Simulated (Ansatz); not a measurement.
Coupled-cluster run, `NB1[SiH2]S1`.

```yaml
crystal:
  periodic: [false, false, false]
  atoms:
    - {symbol: N, position_ang: [-0.610155, 1.583461, -0.302397]}
    - {symbol: B, position_ang: [-0.166143, 0.275486, -0.280383]}
    - {symbol: Si, position_ang: [0.608923, -1.281224, 0.556670]}
    - {symbol: S, position_ang: [-0.081631, -1.068972, -1.482527]}
    - {symbol: H, position_ang: [-1.004075, 2.017230, -1.120919]}
    - {symbol: H, position_ang: [-0.566061, 2.182659, 0.502592]}
    - {symbol: H, position_ang: [2.067817, -1.511040, 0.697664]}
    - {symbol: H, position_ang: [-0.156575, -2.254800, 1.373499]}
basis:
  gaussian: {orbitals: def2-TZVPP}
correlation: {method: ccsd_t}
output: {orbitals: {seedname: orbitals}}
```

```sh
$ ansatz run in.yaml --threads 4 --pin off --events-out ev --progress --plain
```

Log, shortened:

```
Functional definition: HF
1173 factors; integrals over basis functions are off by at most 1.2e-3 eV
mean field evaluation 1: about -20896.3600 eV, gradient 3.3e1 eV
mean field evaluation 2: about -20896.6180 eV, gradient 3.3e1 eV
mean field evaluation 4: about -20899.4008 eV, gradient 3.4e0 eV
mean field evaluation 8: about -20899.4533 eV, gradient 2.3e-1 eV
mean field -20899.45375970 eV, -768.0407595104 hartree, gradient 2.6e-6 eV, S^2 0.000000; 0 other end points of the search recorded, 0 dependent functions left out
12 core orbitals not correlated: weight in the atoms' cores, before any rotation towards them, 1.000 or more for the frozen orbitals, at most 0.000 for the correlated occupied ones
reference -20899.45375970 eV, -768.0407595104 hartree; 11, 11 occupied and 179, 179 virtual orbitals, 1173 factors
second order -16.36631774 eV of doubles, -0.00000000 eV of singles
cycle   1  -16.90514698 eV  change   -5.4e-1 eV  update   9.7e-2
cycle   2  -17.34653011 eV  change   -4.4e-1 eV  update   2.9e-2
cycle   3  -17.44113166 eV  change   -9.5e-2 eV  update   1.6e-2
cycle   4  -17.42961334 eV  change    1.2e-2 eV  update   4.5e-3
cycle   5  -17.42932988 eV  change    2.8e-4 eV  update   2.0e-3
cycle   6  -17.42929926 eV  change    3.1e-5 eV  update   5.6e-4
cycle   7  -17.42906862 eV  change    2.3e-4 eV  update   1.9e-4
cycle   8  -17.42911293 eV  change   -4.4e-5 eV  update   7.0e-5
cycle   9  -17.42912716 eV  change   -1.4e-5 eV  update   2.7e-5
perturbative correction -0.83133427 eV, -0.0305509709 hartree
Total energy: -20917.71422113 eV, -768.7118190905 hartree
```

Hardware: 4 threads of a server CPU on a shared host. Wall time 48 s, peak host memory 2.4 GiB.

MP2 recovers 89.6 % of the CCSD(T) correlation energy and the triples give 4.6 %; T1 = 0.0142.
